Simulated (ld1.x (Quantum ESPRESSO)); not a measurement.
Before and after: TM potential for Ba

barium, norm-conserving Troullier–Martins (Kleinman–Bylander form), made with ld1.x (Quantum ESPRESSO) 7.5 (LDA (PZ), non-relativistic). Core [Xe], reference 5d0 6s2 6p0. Waves: 6p (bound, empty): rc 4.20 bohr; 5d (bound, empty): rc 3.25 bohr; 6s (bound): rc 4.20 bohr. Local part: the s channel. Core correction: Bessel-smoothed model core inside 2.70 bohr.

All-electron outer shells of the reference configuration (LDA (PZ), non-relativistic, ld1.x):

```json
{"shell": "5p", "level (eV)": "-19.00", "outermost node (bohr)": "0.87", "outermost maximum (bohr)": "1.69"}
{"shell": "6s", "level (eV)": "-3.24", "outermost node (bohr)": "2.05", "outermost maximum (bohr)": "4.21"}
{"shell": "5d", "level (eV)": "-2.72", "outermost node (bohr)": "0.99", "outermost maximum (bohr)": "2.40"}
{"shell": "6p", "level (eV)": "-1.39", "outermost node (bohr)": "2.37", "outermost maximum (bohr)": "5.40"}
```

Change: all radii but the core radius scaled by about 1.07 (s 4.50, p 4.50, d 3.48 bohr).

Cutoffs: the cutoffs (Ry, on a coarse ladder) from which the occupation-weighted sum of valence levels, in a spherical-Bessel basis at the reference potential, stays within 10 and 1 mRy of its value at 400 Ry; they do not see the model core or the augmentation charge, which bear on the density cutoff. Errors are all-electron minus pseudo energies relative to the spin-unpolarised reference configuration.

What does the change do?

Both files are so soft that the ladder of cutoffs tells neither apart; of the 9 tests that both files solve, the error grows in 3 and shrinks in 0 by more than 15 % and 0.3 meV (median size 6.3 → 6.8 meV); neither file shows a bound ghost. More of the atom is replaced by a form fitted at one configuration, so other configurations suffer.

| quantity | base | changed |
| --- | --- | --- |
| cutoff, loose | 6 Ry | 6 Ry |
| cutoff, tight | 6 Ry | 6 Ry |
| bound ghosts | none | none |
| error for 5d0 6s1 6p0, meV [ΔE 5.36 eV] | -4.0 | -4.0 |
| error for 5d0 6s1.5 6p0, meV [ΔE 2.14 eV] | -0.4 | -0.4 |
| error for 5d0 6s1 6p1, meV [ΔE 1.89 eV] | -3.4 | -5.1 |
| error for 5d1 6s1 6p0, meV [ΔE 0.75 eV] | -69 | -66 |
| error for 5d1 6s0 6p0, meV [ΔE 5.36 eV] | -82 | -78 |
| error for 5d0 6s0 6p1, meV [ΔE 7.74 eV] | -14 | -23 |
| error for 5d0 6s0 6p2, meV [ΔE 3.87 eV] | -14 | -23 |
| error for 5d0 6s1 6p0 (spin-polarised), meV [ΔE 5.22 eV] | -6.3 | -6.8 |
| error for 5d0 6s1.5 6p0 (spin-polarised), meV [ΔE 2.11 eV] | -0.4 | -0.5 |
